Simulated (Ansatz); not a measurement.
Cu2S⁺. Charge 1, multiplicity 2. Geometry PBE0-D4/def2-TZVP; atoms count from 1.

```
atom    x (Å)    y (Å)    z (Å)
 Cu1  -1.3462  -0.1827  -1.0097
 Cu2   0.7982  -0.4156   1.4336
  S3   0.5479   0.5983  -0.4239
```

No other spin state of charge 1 was run. The structure comes from a short search, and lower isomers may exist.

(1) Estimate the Mulliken populations from the PBE0/def2-TZVP orbitals of Ansatz.

(2) Where does the spin sit?

(3) And the Mayer bond orders between bonded heavy atoms (over 0.3)?

## Answers

(1) 
```csv
atom,charge (e),spin (α − β),d electrons
Cu1,0.55,0.05,9.85
Cu2,0.55,0.05,9.85
S3,-0.09,0.90,–
```
Mulliken values and Mayer orders depend strongly on the basis.

(2) Summed by element: Cu 0.10, S 0.90, of 1 unpaired in all. Largest on single atoms: S3 0.90, Cu1 0.05, Cu2 0.05.

(3) Cu1–S3 1.02 (2.13 Å); Cu2–S3 1.02 (2.13 Å).
